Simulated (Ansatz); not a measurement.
Nudged elastic band run: CH₂OSTe

Input file:

```yaml
crystal:
  periodic: [false, false, false]
  atoms:
    - { symbol: O, position_ang: [1.361342, 0.584794, -0.759727] }
    - { symbol: C, position_ang: [0.940718, -0.530123, -0.583477] }
    - { symbol: S, position_ang: [-0.684357, -1.033332, 0.01828] }
    - { symbol: Te, position_ang: [-1.872156, 1.082282, 0.270046] }
    - { symbol: H, position_ang: [1.535186, -1.470659, -0.769172] }
    - { symbol: H, position_ang: [-1.280734, 1.367048, 1.82404] }
basis:
  gaussian: { orbitals: def2-SVP }
hamiltonian:
  xc: pbe
  dispersion: d4
neb:
  order_check: false
  images: 5
  f_tol: 0.05
  max_iterations: 60
  initial_path: idpp
  spring: 0.5
  final_atoms:
    - { symbol: O, position_ang: [1.88380206, -1.28525939, -0.82282957] }
    - { symbol: C, position_ang: [0.97685637, -0.52873687, -0.59037436] }
    - { symbol: S, position_ang: [-0.58216893, -1.10243062, 0.1524053] }
    - { symbol: Te, position_ang: [-1.87440089, 0.96075261, 0.24758813] }
    - { symbol: H, position_ang: [0.97349441, 0.58163145, -0.79495376] }
    - { symbol: H, position_ang: [-1.37758401, 1.37405282, 1.80815426] }
```

Command:

```bash
$ ansatz run input.yaml --threads 1 --pin off --max-ram 2048MiB --backend cpu --events-out ev --progress --plain --runs-dir out
```

Output, in part (warnings, iteration lines, the closing report on the highest movable image, with atoms numbered from 0):

```
NEB end point (image 0): max|allowed force component| = 1.092e-2 eV/Å (the criterion of neb.relax_end_points is 1.000e-2)
NEB end point (image 6): max|allowed force component| = 6.620e-3 eV/Å (the criterion of neb.relax_end_points is 1.000e-2)
NEB iter   1: max|band force component| = 1.787e0 eV/Å  barrier→ = 0.6186 eV  barrier← = 0.5875 eV  Δτ_max = 0.2000 Å  (190 SCF iters)
NEB iter   2: max|band force component| = 2.317e0 eV/Å  barrier→ = 0.6684 eV  barrier← = 0.6373 eV  Δτ_max = 0.1018 Å  (171 SCF iters)
NEB iter   3: max|band force component| = 1.061e0 eV/Å  barrier→ = 0.4925 eV  barrier← = 0.4614 eV  Δτ_max = 0.0889 Å  (166 SCF iters)
NEB iter   4: max|band force component| = 6.469e-1 eV/Å  barrier→ = 0.4468 eV  barrier← = 0.4157 eV  Δτ_max = 0.0355 Å  (144 SCF iters)
NEB iter   5: max|band force component| = 5.434e-1 eV/Å  barrier→ = 0.4361 eV  barrier← = 0.4050 eV  Δτ_max = 0.0434 Å  (145 SCF iters)
NEB iter   6: max|band force component| = 2.345e-1 eV/Å  barrier→ = 0.4294 eV  barrier← = 0.3982 eV  CI = image 3  Δτ_max = 0.0994 Å  (146 SCF iters)
NEB iter   7: max|band force component| = 2.843e-1 eV/Å  barrier→ = 0.4394 eV  barrier← = 0.4083 eV  CI = image 3  Δτ_max = 0.0499 Å  (145 SCF iters)
NEB iter   8: max|band force component| = 9.043e-2 eV/Å  barrier→ = 0.4402 eV  barrier← = 0.4091 eV  CI = image 3  Δτ_max = 0.0082 Å  (144 SCF iters)
NEB iter   9: max|band force component| = 6.693e-2 eV/Å  barrier→ = 0.4400 eV  barrier← = 0.4089 eV  CI = image 3  Δτ_max = 0.0447 Å  (124 SCF iters)
NEB iter  10: max|band force component| = 7.264e-2 eV/Å  barrier→ = 0.4395 eV  barrier← = 0.4084 eV  CI = image 3  Δτ_max = 0.0224 Å  (146 SCF iters)
NEB iter  11: max|band force component| = 3.378e-1 eV/Å  barrier→ = 0.4397 eV  barrier← = 0.4086 eV  CI = image 3  Δτ_max = 0.0112 Å  (148 SCF iters)
NEB iter  12: max|band force component| = 2.086e-1 eV/Å  barrier→ = 0.4394 eV  barrier← = 0.4083 eV  CI = image 3  Δτ_max = 0.0170 Å  (147 SCF iters)
NEB iter  13: max|band force component| = 6.810e-2 eV/Å  barrier→ = 0.4394 eV  barrier← = 0.4083 eV  CI = image 3  Δτ_max = 0.0137 Å  (117 SCF iters)
NEB iter  14: max|band force component| = 4.611e-2 eV/Å  barrier→ = 0.4393 eV  barrier← = 0.4082 eV  CI = image 3  Δτ_max = 0.0000 Å  (254 SCF iters)
Total energy: -21230.85676667 eV, -780.2195953834 hartree
Atom 0 at     1.770914     0.427790     0.013311 Å, force     0.020875     0.028655     0.020327 eV/Å
Atom 1 at     1.048052    -0.420883    -0.424510 Å, force    -0.027241    -0.032842    -0.011443 eV/Å
Atom 2 at    -0.364739    -1.203778     0.531556 Å, force     0.013217     0.004810    -0.006779 eV/Å
Atom 3 at    -2.026888     0.500437     0.047477 Å, force    -0.001334     0.002371     0.001339 eV/Å
Atom 4 at     1.146822    -0.864838    -1.453580 Å, force    -0.006100    -0.001644    -0.000281 eV/Å
Atom 5 at    -1.574161     1.561284     1.285736 Å, force     0.000583    -0.001350    -0.003163 eV/Å
Dipole moment:    -0.249820     0.029786    -0.244707 e Å
```

It converged. Another band between the same ends (5 images) ends at a top of the same energy, where a vibrational analysis finds 1 clearly imaginary mode.

Final band (atoms are numbered from 1 in the order of the input):

```csv
image,path coordinate (Å),energy (kcal/mol),dihedral H5–C2–S3–Te4 (°)
0,0.00,0.0,-177
1,0.59,2.0,-154
2,1.18,7.3,-125
3,1.77,10.1,-97
4,2.48,7.3,-64
5,3.19,2.9,-31
6,3.91,0.7,1
```

Time of the run: 120 s on 1 thread of AMD EPYC 7R43 64-Core Processor (Zen 3), on a shared host, peak memory 0.13 GiB.
